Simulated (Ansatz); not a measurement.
Consider the formal exchange of groups at the Si–Sn bond: `[NH2][SnH2][SiH2]O` + `COCO` → `COC[SiH2]O` + `[NH2][SnH2][OH]`.

Computed with Ansatz on PBE0-D4/def2-TZVP structures; ΔE is electronic, products minus reactants. CCSD(T)/CBS adds triple-zeta CCSD(T) − MP2 to the extrapolated MP2 energy (def2 sets, frozen cores). This one scheme is used for every species. Elements past krypton have def2 core potentials. For Sn outer-core shells are correlated without core-valence functions, which leaves a few kJ/mol of doubt a bond. Each species was taken in one conformer, which may not be the lowest.

`[NH2][SnH2][SiH2]O`:

Z-matrix (Å, degrees):
```
Sn
Si 1 2.573
N 1 2.081 2 90.1
H 1 1.711 2 120.1 3 110.1
H 1 1.711 2 120.0 3 -109.9
O 2 1.639 1 97.5 3 0.3
H 2 1.487 1 113.4 3 118.5
H 2 1.487 1 113.3 3 -117.9
H 3 1.013 1 113.0 2 -119.7
H 3 1.013 1 113.0 2 118.8
H 6 0.986 2 111.0 1 -0.2
```

`COCO`:

Z-matrix (Å, degrees):
```
C
O 1 1.410
H 1 1.090 2 107.2
H 1 1.098 2 110.9 3 118.9
H 1 1.094 2 111.6 3 -119.7
C 2 1.391 1 113.3 3 -179.1
O 6 1.398 2 113.5 1 -67.9
H 6 1.095 2 105.4 1 169.5
H 6 1.097 2 111.0 1 50.4
H 7 0.962 6 108.0 2 -64.4
```

`COC[SiH2]O`:

Cartesian coordinates in Å:
```
C -1.659 -0.602 -0.255
O -1.020 0.643 -0.354
C -0.034 0.838 0.653
Si 1.572 -0.065 0.195
O 1.740 0.101 -1.436
H -0.955 -1.440 -0.355
H -2.179 -0.706 0.708
H -2.391 -0.659 -1.061
H 0.165 1.914 0.679
H -0.423 0.561 1.643
H 1.532 -1.506 0.570
H 2.731 0.560 0.884
H 0.922 0.361 -1.871
```

`[NH2][SnH2][OH]`:

Z-matrix (Å, degrees):
```
Sn
O 1 1.966
N 1 2.010 2 104.3
H 1 1.715 2 105.9 3 -121.4
H 1 1.703 2 108.7 3 114.2
H 2 0.959 1 112.7 3 131.9
H 3 1.010 1 116.0 2 -88.4
H 3 1.010 1 114.8 2 143.2
```

| species | MP2/def2-QZVPP energy (Eh) |
| --- | --- |
| `[NH2][SnH2][SiH2]O` | -636.97932 |
| `COCO` | -229.93435 |
| `COC[SiH2]O` | -520.22949 |
| `[NH2][SnH2][OH]` | -346.69639 |

Problem. Work out ΔE.

Solution. ΔE = (-520.22949) + (-346.69639) − (-636.97932) − (-229.93435) = -0.01221 Eh = -0.33 eV. CCSD(T)/CBS gives -0.29 eV.

Largest T1 diagnostic among the species: 0.013.

In def2-TZVPP, CCSD(T) changes the Hartree–Fock value by +0.12 eV (the triples alone add +0.02 eV) and MP2 by +0.07 eV.
